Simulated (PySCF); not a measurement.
Si(Me)2 (C2H6Si), SMILES C[Si]C (connectivity only; charge and spin as stated), neutral, multiplicity 1. Atoms are numbered in the order given.

```xyz
9

Si     0.0000     0.0000     0.7548
C     -1.4357     0.0105    -0.4974
H     -2.3976     0.2700    -0.0541
H     -1.2514     0.6471    -1.3682
H     -1.5184    -1.0190    -0.8768
C      1.4357    -0.0105    -0.4974
H      1.2514    -0.6471    -1.3682
H      1.5184     1.0190    -0.8768
H      2.3976    -0.2700    -0.0541
```
Charge 0, spin multiplicity 1.

Coordinates come from a B3LYP-D3(BJ)/def2-TZVP optimisation. The isomer is the one that the SMILES or the coordinates give; other isomers of the formula were not compared.

Computed with PySCF with HF/pcSseg-1.

GIAO shieldings, no solvent; atoms alike by connectivity are averaged. δ = σ(ref) − σ: ²⁹Si against TMS (σ = 393.8 ppm); ¹³C against TMS (σ = 192.6 ppm); ¹H against TMS (σ = 31.99 ppm), references at their B3LYP-D3(BJ)/def2-TZVP geometries, non-relativistic.

```csv
atoms,nucleus,count,δ (ppm)
Si1,²⁹Si,1,(withheld)
"C2, C6",¹³C,2,35.9
"H3, H4, H5, H7, H8, H9",¹H,6,1.61
```

Some entries are withheld; supply them. (An estimate is asked for; the answer gives what the named calculation found.)


- Si1, δ (ppm): 741.0
